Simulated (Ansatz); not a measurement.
Input for Ansatz (a quantum-chemistry and plane-wave program): U-wB97X-V/def2-TZVPP on CdFI (SMILES [F][Cd][I]), a point of a bond scan (R = 2.326 Å). Elements past Kr take the def2 small-core potentials; no spin–orbit coupling.

Ansatz 0.2 input:
```yaml
crystal:
  periodic: [false, false, false]
  atoms:
    - {symbol: Cd, position_ang: [-0.00000000, -0.00000000, -1.08526849]}
    - {symbol: F, position_ang: [-0.00000000, -0.00000000, -3.03871967]}
    - {symbol: I, position_ang: [0.00000000, 0.00000000, 1.24047745]}
basis:
  gaussian:
    orbitals: def2-TZVPP
hamiltonian:
  xc: {name: wB97X-V}
magnetization: {spin_polarized: true, initial_magnetization: 0}
```

Program output:

```
WARN ansatz: RAYON_NUM_THREADS=1 ignored (pool sized by the plan → 1); use --threads N
Functional definition: wB97X-V
integrals: 0.08 GiB planned
932 factors; their error is unknown
integrals: 0.11 GiB planned
159 factors; integrals over basis functions are off by at most 9.6e-5 eV
mean field: 0.98 GiB planned
mean field evaluation 1: about -15380.2833 eV, gradient 3.1e1 eV
mean field evaluation 2: about -15377.0865 eV, gradient 4.9e1 eV
mean field evaluation 4: about -15383.6396 eV, gradient 1.7e0 eV
mean field evaluation 8: about -15383.8892 eV, gradient 9.9e-2 eV
mean field evaluation 16: about -15383.8892 eV, gradient 1.5e-5 eV
mean field -15383.88920642 eV, -565.3475007614 hartree, gradient 1.5e-5 eV, S^2 0.000000; 0 other end points of the search recorded, 0 dependent functions left out
reference -15383.88920476 eV, -565.3475007003 hartree; 27, 27 occupied and 110, 110 virtual orbitals, 932 factors
Total energy: -15383.88920476 eV, -565.3475007003 hartree
```

Self-consistency was reached.

Cost: very roughly 10 core-seconds.
